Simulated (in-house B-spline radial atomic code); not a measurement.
**RPA and G0W0 on PBE: the tellurium ion Te⁴⁺**

Configuration [Kr] 4d10 5s2, mean-field start PBE. Computed with an all-electron radial atomic-structure program (B-spline basis): all electrons, non-relativistic, point nucleus, each spin shell either full or empty, empty states to l = 9 with an (l + 1/2)⁻⁴ tail; G0W0 by contour deformation at full frequency.

Without relativity these are model numbers: it shifts the levels of so heavy an element strongly and can reorder them.

Command:
```bash
python run_gw.py task.json out
```
Settings (radii: box in bohr, nucleus in fm):
```
Z                        52
electrons                48
configuration            [Kr] 4d10 5s2
hamiltonian              nr
method                   pbe,pbe
lmax                     9
spin_polarised           False
box_radius               11.96
intervals                52
ion_configuration        [Kr] 4d10 5s1
```

Cost of the run: 8.9 s on 1 thread of Arm Neoverse N1, with other jobs on the host.

Energies (hartree):

| term | value |
| --- | --- |
| mean-field total | -6610.43279 |
| Hartree-Fock functional on these orbitals | -6608.49682 |
| direct second order | -4.3478 |
| second-order exchange | 1.1885 |
| SOSEX correction | 1.0972 |

(1) What is the RPA correlation energy, and what remains with SOSEX?

Quasi-particle levels (eV):

```csv
level,occupied,mean field,Σx - vxc,Σc,QP weight,G0W0
5s,yes,-51.34,-3.10,?,?,?
4d,yes,-86.29,-11.35,1.17,0.902,-96.48
5p,no,-41.19,5.91,-1.77,0.948,-37.05
```

G0W0 = mean field + (Σx - vxc) + Σc, with Σc (partial-wave tail included) taken at the quasi-particle energy. Only the outer levels were computed. Levels of low weight are left out.

(2) Where does G0W0 put 5s?

(3) What does it cost to remove one electron (to [Kr] 4d10 5s1) by differences of total energies, each species on its own start (correlation terms add to the Hartree-Fock functional)?

## Answers

(1) RPA gives -3.7912 hartree (-2.15 eV per electron); RPA + SOSEX gives -2.694, and the second-order doubles -3.1593 hartree (no singles). SOSEX takes back 29 % of the RPA value.

(2) At -56.93 eV, with Σc = -2.49 eV and a quasi-particle weight of 0.953. The tabulated removal energy is 59.3 ± 0.9 eV (NIST, measured); the calculation leaves out relativity, Breit and QED terms, and what these don't explain is the method's own error.

(3) PBE 56.69 eV, Hartree-Fock functional 54.24 eV, + RPA 56.94 eV, + RPA + SOSEX 56.33 eV, + second order 57.95 eV. Tabulated: 59.3 ± 0.9 eV (NIST, measured); the calculation leaves out relativity, Breit and QED terms, and what these don't explain is the method's own error.
